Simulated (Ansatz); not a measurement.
Input for Ansatz (an electronic-structure program): R-B3LYP/def2-TZVPP on GeH6OSi (SMILES O[SiH2][GeH3]).

Ansatz 0.2 input:
```yaml
crystal:
  periodic: [false, false, false]
  atoms:
    - {symbol: O, position_ang: [-1.58935594, 0.92209539, -0.66414610]}
    - {symbol: Si, position_ang: [-0.86802509, -0.33248935, 0.14398983]}
    - {symbol: Ge, position_ang: [1.47972343, 0.06826963, 0.05580606]}
    - {symbol: H, position_ang: [-2.54762770, 0.93350626, -0.73137259]}
    - {symbol: H, position_ang: [-1.33134227, -0.40063913, 1.55512076]}
    - {symbol: H, position_ang: [-1.19692741, -1.63848105, -0.48593018]}
    - {symbol: H, position_ang: [1.98387554, 0.10562120, -1.39781545]}
    - {symbol: H, position_ang: [1.84258889, 1.40252341, 0.73151460]}
    - {symbol: H, position_ang: [2.22709056, -1.06040633, 0.79283306]}
basis:
  gaussian:
    orbitals: def2-TZVPP
hamiltonian:
  xc: {name: B3LYP}
scf: {lower_state_search: off}
```

Output:

```
WARN ansatz: RAYON_NUM_THREADS=1 ignored (pool sized by the plan → 1); use --threads N
Functional definition: B3LYP
these checks for a lower state are left out or cut short: stability, starts, cluster_reference, orbital_swaps, neighbouring_geometries, increment
integrals: 0.12 GiB planned
1185 factors; their error is unknown
mean field: 1.06 GiB planned
mean field evaluation 1: about -66539.6150 eV, gradient 5.8e1 eV
mean field evaluation 2: about -66526.6311 eV, gradient 1.0e2 eV
mean field evaluation 4: about -66544.7342 eV, gradient 3.7e0 eV
mean field evaluation 8: about -66544.7463 eV, gradient 3.3e-2 eV
mean field evaluation 16: about -66544.9738 eV, gradient 7.2e-6 eV
mean field -66544.97377023 eV, -2445.4826802526 hartree, gradient 7.2e-6 eV, S^2 0.000000; 0 other end points of the search recorded, 0 dependent functions left out
reference -66544.97404428 eV, -2445.4826903237 hartree; 30, 30 occupied and 175, 175 virtual orbitals, 1185 factors
Total energy: -66544.97404428 eV, -2445.4826903237 hartree
Checks for a lower state left out: stability, starts, cluster_reference, orbital_swaps, neighbouring_geometries, increment
```

The calculation finished and met its thresholds.

Cost: roughly 5 core-seconds.
